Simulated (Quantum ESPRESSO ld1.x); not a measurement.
Q: Successive ionisation energies (eV) of one element, from differences of total energies of ions in their ground configurations, starting at charge 0: 13.897, 35.574, 55.568, 77.716, 112.19, 137.71, 732.95, 862.40. All-electron calculation, non-relativistic Kohn-Sham, LDA (Slater exchange, VWN5 correlation), spin-polarised, spherical densities, point nucleus; open shells are filled with parallel spins first. Program: ld1.x of Quantum ESPRESSO 7.5. Which element is it?

A: Oxygen (Z = 8). The first species listed is O in [He] 2s2 2p4, the last O7+ in 1s1.
